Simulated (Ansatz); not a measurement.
Geometry optimisation, Ansatz 0.2.0, UKS r2SCANh-D4/def2-SVP.

The input (input.yaml):

```yaml
crystal:
  periodic: [false, false, false]
  atoms:
    - { symbol: Al, position_ang: [0.038791, -0.961515, -0.603429] }
    - { symbol: F, position_ang: [0.000423, -0.477789, 2.238653] }
    - { symbol: "N", position_ang: [1.575191, -0.072481, -0.746225] }
    - { symbol: H, position_ang: [2.491712, -0.494538, -0.829796] }
    - { symbol: H, position_ang: [1.622213, 0.909886, -0.997608] }
    - { symbol: O, position_ang: [-1.320113, 0.089523, -0.503174] }
    - { symbol: H, position_ang: [-2.215188, -0.240321, -0.410161] }
    - { symbol: H, position_ang: [0.120371, 0.400534, 1.970239] }
magnetization:
  spin_polarized: true
  initial_magnetization: 1
basis:
  gaussian: { orbitals: def2-SVP }
hamiltonian:
  xc: r2scanh
  dispersion: d4
relax:
  f_tol: 0.03
  max_steps: 50
output:
  orbitals: {}
```

Command:

```bash
$ ansatz run input.yaml --threads 4 --pin off --max-ram 5120MiB --backend cpu --events-out ev --progress --plain --runs-dir out
```

**Question.** Where does it end, and by what steps?

**Answer.** The forces met the threshold. After 20 steps the energy has fallen by 1.218 eV; H8 moved furthest, 1.80 Å. Parted: F2–H8 (0.93 → 2.10 Å). Joined: Al1–F2 (2.88 → 1.71 Å), O6–H8 (2.88 → 0.97 Å).

| step | energy less start (eV) | largest force component (eV/Å) | accepted |
| --- | --- | --- | --- |
| 0 | 0.0000 | 0.179 | yes |
| 1 | -0.0712 | 0.320 | yes |
| 2 | -0.1165 | 0.976 | yes |
| 3 | -0.1470 | 1.406 | yes |
| 4 | -0.2258 | 1.121 | yes |
| 5 | -0.3526 | 0.756 | yes |
| 6 | -0.3644 | 2.915 | yes |
| 7 | -0.4933 | 0.376 | yes |
| 8 | -0.5348 | 0.470 | yes |
| 9 | -0.5624 | 0.538 | yes |
| 10 | -0.6844 | 1.745 | yes |
| 11 | -0.8115 | 2.914 | yes |
| 12 | -1.0773 | 0.963 | yes |
| 13 | -1.1635 | 0.494 | yes |
| 14 | -1.1835 | 0.265 | yes |
| 15 | -1.1878 | 0.596 | yes |
| 16 | -1.2045 | 0.242 | yes |
| 17 | -1.2141 | 0.150 | yes |
| 18 | -1.2157 | 0.150 | yes |
| 19 | -1.2176 | 0.088 | yes |
| 20 | -1.2181 | 0.022 | yes |

```xyz
8
Properties=species:S:1:pos:R:3
Al 0.497 -0.847 0.247
F 0.429 -0.231 1.837
N 1.728 -0.058 -0.778
H 2.105 -0.451 -1.631
H 2.342 0.677 -0.442
O -1.305 0.116 0.065
H -2.079 -0.407 -0.182
H -1.403 0.355 1.004
```

Whether the end is a true minimum wasn't checked by a vibrational analysis.

The run took 22 s on 4 threads of Intel(R) Xeon(R) 6975P-C (Granite Rapids), with other jobs on the host, peak memory 0.27 GiB.
